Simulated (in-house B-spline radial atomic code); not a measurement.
The numbers below are computed, except where a source is named.
## Extrapolating the RPA correlation energy in partial waves: neutral barium

All-electron RPA on PBE0 orbitals from an all-electron radial atomic-structure program (B-spline basis), scalar-relativistic (spin-free one-electron X2C), finite nucleus, configuration [Xe] 6s2. With empty states up to angular momentum L the sums are:

```
L  E_c(L) (hartree)
4         -3.640607
5         -3.949423
6         -4.101801
7         -4.183246
8         -4.227833
```

For large l each further wave adds A/(l + 1/2)⁴, because the basis must build the cusp where two electrons meet.

(1) Estimate the limit from L = 7 and L = 8.

(2) How good is the estimate?

Results:

(1) Wave 8 adds -0.044587, against a sum of (l + 1/2)⁻⁴ of 1.91569e-04, so A = -232.75. The sum over l > 8 is ζ(4, 9.5) = 4.5445e-04, close to 1/(3 × 9³) = 4.5725e-04. The tail is -0.105773 and the limit -4.33361 hartree.

(2) A run to L = 11 sums to -4.28163 and extrapolates to -4.31816 hartree, 2.80 millihartree from the run before, so it has not settled and is itself too deep. The estimate differs from that by -15.44 millihartree, while the bare sum at L = 8 misses 90.3 millihartree (2.1 %).
